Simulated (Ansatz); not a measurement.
Process, species as SMILES: [MoH6] (MoH6) → [MoH6] (MoH6) as doublet, charge +1 + e-
Geometries: B3LYP-D3(BJ)/def2-TZVP minima from Ansatz (a first-principles code). High T1 diagnostic, so coupled cluster is less sure: [MoH6] (MoH6). [MoH6] (MoH6) as doublet, charge +1: The spin state was set by rule; other spins were not relaxed.

Quantity: adiabatic ionisation energy (electronic energy difference), in eV. Correlated levels leave the core frozen unless marked. UHF or UKS for open shells. Spin-orbit coupling is left out. Frozen are the shells of the preceding noble gas and the d and f shells that filled before the atom's block. In def2 rows, elements after Kr have scalar-relativistic effective core potentials. Basis-set limits of correlation are two-point, X^-3; Hartree-Fock from the larger set. [CCSD(T)-MP2]/basis is that difference in the basis named.

```json
[
 {"level": "HF/def2-TZVPPD", "program": "Ansatz", "adiabatic ionisation energy (eV)": "5.39"},
 {"level": "revPBE/def2-TZVPD", "program": "Ansatz", "adiabatic ionisation energy (eV)": "8.03"},
 {"level": "r2SCAN/def2-TZVPD", "program": "Ansatz", "adiabatic ionisation energy (eV)": "7.93"},
 {"level": "B3LYP/def2-TZVPD", "program": "Ansatz", "adiabatic ionisation energy (eV)": "7.80"},
 {"level": "RI-MP2/def2-QZVPPD", "program": "Ansatz", "adiabatic ionisation energy (eV)": "7.58"},
 {"level": "SCS-MP2/def2-TZVPPD", "program": "Ansatz", "adiabatic ionisation energy (eV)": "7.55"},
 {"level": "RI-MP2/CBS(def2-TZVPPD,def2-QZVPPD)+[CCSD(T)-MP2]/def2-TZVPPD", "program": "Ansatz", "adiabatic ionisation energy (eV)": "7.53"}
]
```
